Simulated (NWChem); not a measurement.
Molecule: CuF; SMILES [F][Cu]

```xyz
2

Cu     0.0000     0.0000    -0.4201
F      0.0000     0.0000     1.3226
```
Atoms are numbered in this order, from 1.

Structure relaxed at the PBE-D3(BJ)/def2-SVP level. B3LYP is NWChem's, with the RPA form of VWN correlation.

Q: List the 4 lowest vertical singlet excitations from B3LYP/def2-SVP, TDA (NWChem).

A: 
| state | energy (eV) | oscillator strength | leading excitation (squared amplitude) |
|---|---|---|---|
| S1 | 2.13 | 0.005 | HOMO−1 → LUMO (0.96) |
| S2 | 2.13 | 0.005 | HOMO−2 → LUMO (0.96) |
| S3 | 2.54 | 0.000 | HOMO−3 → LUMO (0.99) |
| S4 | 2.54 | 0.000 | HOMO−4 → LUMO (0.99) |
